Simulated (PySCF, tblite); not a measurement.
Isomers of C4H10F2SSi. All values are computed: GFN2-xTB (tblite) harmonic vibrations without scaling, gas phase. Errors from tens to a few hundred cm⁻¹ against measured bands are possible. Modes of hydrogen on silicon and sulfur can be 10 to 20 % off. One conformer each.

Electronic energies: PBE0/pcSseg-1 single points on the GFN2-xTB geometries (PySCF, gas phase).

```
                     SMILES  electronic energy, lowest = 0 (kcal/mol)
     CC[C@@H](F)[Si@H](F)SC                                      27.7
      CCS[C@@H](C)[SiH](F)F                                       0.0
         CSC(F)(F)[SiH](C)C                                      70.7
C[C@@H](S)C[C@@H](F)[SiH2]F                                      51.6
       CS[C@@H](F)[SiH2]CCF                                      89.5
        CC(C)([SiH3])SC(F)F                                      89.8
```

Task: How do GFN2-xTB zero-point energies change the relative energies?

Result: 
```tsv
SMILES	ZPE (kcal/mol)	of it from modes above 1550 cm⁻¹	electronic (kcal/mol)	with ZPE, lowest = 0 (kcal/mol)	lowest mode (cm⁻¹)	rings
CCS[C@@H](C)[SiH](F)F	84.7	42.3	0.0	0.0	21	0
CC[C@@H](F)[Si@H](F)SC	84.6	42.2	27.7	27.5	32	0
C[C@@H](S)C[C@@H](F)[SiH2]F	81.6	40.1	51.6	48.5	12	0
CSC(F)(F)[SiH](C)C	81.5	42.3	70.7	67.5	29	0
CS[C@@H](F)[SiH2]CCF	81.6	40.7	89.5	86.3	37	0
CC(C)([SiH3])SC(F)F	80.8	39.9	89.8	85.9	45	0
```

The zero-point energies span 3.9 kcal/mol, from `CC(C)([SiH3])SC(F)F` to `CCS[C@@H](C)[SiH](F)F`. The lowest isomer stays, but the order above it changes.

Task: And how do the electronic energies of GFN2-xTB itself compare?

Result: `CCS[C@@H](C)[SiH](F)F` 0.0; `CC[C@@H](F)[Si@H](F)SC` 25.8; `C[C@@H](S)C[C@@H](F)[SiH2]F` 34.4; `CSC(F)(F)[SiH](C)C` 88.0; `CS[C@@H](F)[SiH2]CCF` 88.3; `CC(C)([SiH3])SC(F)F` 79.9 kcal/mol, lowest = 0. Against the energies above, taken from the same isomer `CCS[C@@H](C)[SiH](F)F`, the largest difference is 17.3 kcal/mol.

Task: What do entropy and thermal enthalpy add at 298.15 K and 1 bar (rigid rotor, harmonic oscillator, one conformer each)?

Result: 
```
                SMILES  point group  symmetry number  S (cal/(mol K))  H − H(0) (kcal/mol)  ZPE + H − H(0) − TS (kcal/mol)
CC[C@@H](F)[Si@H](F)SC           C1                1            110.2                 8.05                            59.8
    CSC(F)(F)[SiH](C)C           C1                1            112.6                 8.57                            56.5
  CS[C@@H](F)[SiH2]CCF           C1                1            110.3                 8.01                            56.7
   CC(C)([SiH3])SC(F)F           C1                1            103.7                 7.72                            57.6
```

Not tabulated: `CCS[C@@H](C)[SiH](F)F` (lowest mode only 21 cm⁻¹); `C[C@@H](S)C[C@@H](F)[SiH2]F` (lowest mode only 12 cm⁻¹).
